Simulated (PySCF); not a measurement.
A species of formula C6H8N2 has this rotational fingerprint, computed with PySCF 2.14.0, PBE0-D3(BJ)/def2-SVP geometry optimisation, gas phase:

* Rotational constants: A = 5265, B = 1519, C = 1189 MHz
* Dipole components: |μa| = 4.42 D, |μb| = 1.00 D, |μc| = 0.22 D
* Inertial defect: -3.42 u·Å²
* κ: -0.84

Task: Which structure is it? (One computed conformer of each.)
A. `[N:1]#[C:2][CH2:3][C@H:4]1[CH:5]=[N:6][CH2:7][CH2:8]1` with C2–C3–C4–C5 180°
B. `[CH3:1][CH2:2][c:3]1[cH:4][n:5][cH:6][cH:7][n:8]1` with C1–C2–C3–C4 121° (2-ethylpyrazine)
C. `[NH2:1][NH:2][c:3]1[cH:4][cH:5][cH:6][cH:7][cH:8]1` with H–N1–N2–C3 73° and -48°, N1–N2–C3–C4 -12° (phenylhydrazine)
D. `[CH3:1][NH:2][c:3]1[cH:4][cH:5][n:6][cH:7][cH:8]1` with C1–N2–C3–C4 -174°
E. `[NH2:1][CH2:2][c:3]1[cH:4][cH:5][n:6][cH:7][cH:8]1` with H–N1–C2–C3 -58° and 58°, N1–C2–C3–C4 -88° (4-(aminomethyl)pyridine)
F. `[NH2:1][CH2:2][c:3]1[cH:4][cH:5][cH:6][n:7][cH:8]1` with H–N1–C2–C3 58° and -57°, N1–C2–C3–C4 87°

Result: D. It is CNc1ccncc1, an asymmetric top. The candidates at the same level (rigid rotor, commonest isotopes):

| SMILES | A (MHz) | B (MHz) | C (MHz) | μa (D) | μb (D) | μc (D) | Δ (u·Å²) | point group | rotor |
| --- | --- | --- | --- | --- | --- | --- | --- | --- | --- |
| NCc1ccncc1 | 4818 | 1469 | 1230 | 1.27 | 0.00 | 0.11 | -37.99 | Cs | asymmetric top |
| CNc1ccncc1 | 5265 | 1519 | 1189 | 4.42 | 1.00 | 0.22 | -3.42 | near Cs | asymmetric top |
| N#CC[C@H]1C=NCC1 | 5529 | 1230 | 1075 | 1.67 | 0.97 | 0.02 | -32.09 | C1 | near-prolate asymmetric top |
| CCc1cnccn1 | 4909 | 1551 | 1265 | 0.61 | 0.15 | 0.08 | -29.09 | C1 | asymmetric top |
| NCc1cccnc1 | 4728 | 1489 | 1236 | 0.11 | 1.89 | 0.33 | -37.37 | C1 | asymmetric top |
| NNc1ccccc1 | 5037 | 1528 | 1182 | 0.69 | 0.26 | 0.27 | -3.33 | near Cs | asymmetric top |

`NNc1ccccc1` has A 4 % too low; `NCc1cccnc1` has A 10 % too low; `CCc1cnccn1` has A 7 % too low; `NCc1ccncc1` has A 8 % too low; `N#CC[C@H]1C=NCC1` has B 19 % too low. No structure here is proved a minimum.
